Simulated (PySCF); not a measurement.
Ge(H)2(F)(Me) (CH₅FGe), SMILES [CH3][GeH2][F]. Geometry optimised at r2SCAN-D4/def2-SVP.

Computed equilibrium geometry at r2SCAN-D4/def2-SVP (PySCF confirms it by a frequency run) as Cartesian coordinates in Å, and its point group:
point group Cs.
```xyz
8

Ge    -0.3504     0.0966     0.0000
C      0.5421    -1.6223     0.0000
F      0.9066     1.3150     0.0000
H     -1.1761     0.3435    -1.2725
H     -1.1761     0.3435     1.2725
H      1.1748    -1.7205     0.8943
H     -0.1972    -2.4381     0.0000
H      1.1748    -1.7205    -0.8943
```
Charge 0, spin multiplicity 1.
